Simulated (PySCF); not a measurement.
**W: interval between two levels**

W [Xe] 4f14 5d4 6s2 [5D4, M_J = 4] → W [Xe] 4f14 5d3 6s2 7s1 [5F5, M_J = 5], as a difference of total energies. Computed with PySCF 2.14 in x2c-SVPall-2c with one added diffuse shell each of s, d type (8s9p10d2f, 99 functions), with the two-component X2C-1e Hamiltonian. "Screened" scales the spin-orbit matrix elements by Boettger's factors to mimic the two-electron term; Breit and QED terms are absent.

| method | interval between two levels (cm⁻¹) |
| --- | --- |
| GHF (spin-free) | 49552 |
| GHF (screened spin-orbit) | 50965 |

The labels give the starting determinants; with spin-orbit coupling the two ends relaxed to ⟨J²⟩ = 20.13, ⟨L²⟩ = 6.70, ⟨S²⟩ = 5.82 and ⟨J²⟩ = 30.29, ⟨L²⟩ = 13.46, ⟨S²⟩ = 5.62.
